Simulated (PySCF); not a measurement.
## SrH2 at several levels of theory

All levels use the PBE0 minimum (singlet; Sr–H 2.159 Å (×2); H–Sr–H 124.3°), basis [Sr def2-TZVP with ECP28, H def2-TZVP], scalar-relativistic core potentials, density fitting, no spin–orbit coupling, PySCF. For vertical energies the ionised species is a doublet (spins chosen at PBE0 and kept) and the electron-attached one a doublet. Atomisation goes to high-spin ground-configuration atoms, without zero-point energy. Open shells are unrestricted, also as the reference of the correlated levels. A dash marks a value that was not computed or is not defined at that level.

| level | atomisation (kJ/mol) | vertical IP (eV) | vertical EA (eV) | −ε(HOMO) (eV) | gap (eV) | dipole (D) |
| --- | --- | --- | --- | --- | --- | --- |
| PBE0 | 394 | 7.47 | 0.63 | 5.42 | 3.75 | 6.22 |
| CCSD(T) | ? | ? | ? | – | – | – |
| HF | 280 | 7.00 | 0.42 | 8.05 | 7.78 | 6.93 |
| PBE | 395 | 7.31 | 0.62 | 4.39 | 2.13 | 5.85 |
| r2SCAN | ? | ? | ? | ? | ? | ? |
| B3LYP | 408 | 7.52 | 0.65 | 5.29 | 3.32 | 6.14 |
| TPSSh | 447 | 7.37 | 0.56 | 4.91 | 3.03 | 6.26 |
| MP2 | 306 | 7.44 | 0.52 | – | – | – |
| M06 | 394 | 7.49 | 0.32 | 5.35 | 3.50 | 6.34 |
| PBEsol | 408 | 7.25 | 0.58 | 4.33 | 2.22 | 5.82 |

Q: Fill in the row of CCSD(T).

A: atomisation (kJ/mol) 334, vertical IP (eV) 7.41, vertical EA (eV) 0.54.

Q: Fill in the row of r2SCAN.

A: atomisation (kJ/mol) 426, vertical IP (eV) 7.29, vertical EA (eV) 0.61, −ε(HOMO) (eV) 4.52, gap (eV) 2.86, dipole (D) 6.30.

For SrH₂ itself CCSD(T) correlates 12 electrons; T1 = 0.018, D1 = 0.059, (T) = -6 kJ/mol.

Spin contamination in at least one species weakens the values at: HF, MP2.

Without diffuse functions attachment energies tend to come out too low.
